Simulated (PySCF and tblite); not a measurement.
Results of a calculation; reference values are marked as such.
Molecule: C6H13N, numbered as in [CH3:1][C@H:2]1[CH2:3][CH2:4][N:5]([CH3:6])[CH2:7]1; H are named by their carrier, a and b as at the first point (Å):

```
C1       2.396    0.124   -0.270
C2       1.116   -0.529    0.236
C3       0.490    0.250    1.409
C4      -0.993    0.310    1.063
N5      -0.980    0.422   -0.382
C6      -2.269    0.267   -1.003
C7       0.006   -0.546   -0.832
H1a      3.133    0.182    0.528
H1b      2.821   -0.453   -1.089
H1c      2.187    1.130   -0.625
H2       1.344   -1.554    0.543
H3a      0.898    1.260    1.438
H3b      0.673   -0.226    2.371
H4a     -1.508   -0.610    1.399
H4b     -1.501    1.170    1.502
H6a     -2.940    1.041   -0.632
H6b     -2.723   -0.719   -0.801
H6c     -2.162    0.384   -2.081
H7a      0.375   -0.258   -1.819
H7b     -0.434   -1.556   -0.911
```

The ring 2–3–4–5–7 is held at Altona–Sundaralingam phase angles P (ν_j = ν_max cos(P + 144°(j − 2)), ν_j about the bond from ring atom j to j + 1, counted from 0) and the rest relaxed at GFN2-xTB. Energies: BP86/pcSseg-1 + D3(BJ). Couplings: B3LYP/6-31G* with H pcJ-1, gas phase, for ¹H. Programs: tblite and PySCF.

(1) How do the most sensitive couplings change along the phase angle P?

(2) Set ³J(H3b,H4b) against its H–C–C–H torsion.

(3) With the energies 0.13, 1.18, 4.13, 3.17, 2.49 kcal/mol at these points, what are the Boltzmann averages at 298 K?

Results:

(1) 
```csv
phase angle P °,"³J(H3b,H4b)","³J(H2,H3a)","³J(H3a,H4a)","³J(H2,H7a)","³J(H3b,H4a)"
0,0.1,7.3,11.2,1.9,6.5
72,8.6,0.2,1.6,0.2,13.2
144,13.0,0.1,0.2,1.9,7.7
216,7.8,7.0,2.3,10.5,10.6
288,0.1,11.5,11.4,10.7,7.1
```
Values in Hz.

(2) 84°: 0.1 Hz, 86°: 0.1 Hz, 134°: 7.8 Hz, 138°: 8.6 Hz, 163°: 13.0 Hz.

(3) ³J(H3b,H4b) 1.4, ³J(H2,H3a) 6.3, ³J(H3a,H4a) 9.8, ³J(H2,H7a) 1.8, ³J(H3b,H4a) 7.5 Hz, over these points alone; points not sampled, such as mirror images that interchange a and b, would even out couplings that symmetry makes equal.
